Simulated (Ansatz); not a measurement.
Job for Ansatz (a program for electronic structure): U-r2SCAN/def2-TZVPP on F2H2Sn (SMILES [F][SnH2][F]), a point of a bond scan (R = 1.731 Å). Elements past Kr take the def2 small-core potentials; no spin–orbit coupling.

Ansatz 0.2 input:
```yaml
crystal:
  periodic: [false, false, false]
  atoms:
    - {symbol: Sn, position_ang: [-0.03835508, -0.28075621, 0.01283435]}
    - {symbol: F, position_ang: [1.40224908, 0.58739434, -0.39482405]}
    - {symbol: F, position_ang: [-1.31675176, 1.11365743, 0.35794881]}
    - {symbol: H, position_ang: [0.25534771, -1.05881308, 1.49140543]}
    - {symbol: H, position_ang: [-0.54767396, -1.08099264, -1.39358741]}
basis:
  gaussian:
    orbitals: def2-TZVPP
hamiltonian:
  xc: {name: r2SCAN}
magnetization: {spin_polarized: true, initial_magnetization: 0}
```

It printed:

```
WARN ansatz: RAYON_NUM_THREADS=1 ignored (pool sized by the plan → 1); use --threads N
Functional definition: r2SCAN
integrals: 0.05 GiB planned
818 factors; their error is unknown
mean field: 0.52 GiB planned
mean field evaluation 1: about -11296.6593 eV, gradient 4.0e1 eV
mean field evaluation 2: about -11276.3936 eV, gradient 9.1e1 eV
mean field evaluation 4: about -11300.9834 eV, gradient 6.1e0 eV
mean field evaluation 8: about -11301.0736 eV, gradient 2.2e-1 eV
mean field evaluation 16: about -11301.0737 eV, gradient 2.3e-5 eV
mean field -11301.07368363 eV, -415.3067977306 hartree, gradient 2.3e-5 eV, S^2 0.000000; 0 other end points of the search recorded, 0 dependent functions left out
reference -11301.07369778 eV, -415.3067982505 hartree; 21, 21 occupied and 119, 119 virtual orbitals, 818 factors
Total energy: -11301.07369778 eV, -415.3067982505 hartree
```

Self-consistency was reached.

Cost: around 5 core-seconds (rough).
